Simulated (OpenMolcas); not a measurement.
Au5+ (d6) among equal point charges was computed by CASSCF with the d shell active (OpenMolcas, ANO-RCC-VDZP on the metal). Its lowest spin-free states, and all those of the highest spin:

| 2S+1 | Degeneracy | E (cm-1) |
| --- | --- | --- |
| 5 | 1 | 0.0 |
| 5 | 2 | 2209 |
| 5 | 1 | 10329 |
| 5 | 1 | 14741 |
| 3 | 1 | 19103 |
| 3 | 2 | 19566 |
| 3 | 1 | 20081 |
| 3 | 2 | 21790 |
| 3 | 1 | 22363 |
| 3 | 1 | 22589 |
| 3 | 2 | 24105 |
| 3 | 3 | 25321 |

Task: Is the site octahedral, tetrahedral or cube-like, axial, or of lower symmetry?

Result: The states with 2S+1 = 5 have orbital degeneracies 1, 2, 1, 1. There are pairs but no triples, so the site is axial: not cubic, but with a proper or improper axis of order three or more. The run had Au5+ among 4 point charges of -1.5 e arranged as a square (D4h), 2.05 Å from the ion.

Spin-orbit coupling mixes the spin-free states strongly: the lowest level takes only 49 % from its leading state, 5A1. Without dynamic correlation the repulsion within the d shell is too large (B by tens of per cent), so at a given field states of lower spin stand too high. Point charges give a weaker field than real ligands, and real ions of this kind are as a rule low spin; the high spin found here belongs to the model. Point charges carry no covalency, so the field is a model and not that of real ligands. A group larger than the point group allows holds several states that coincide in this model. No measured value stands beside these numbers.
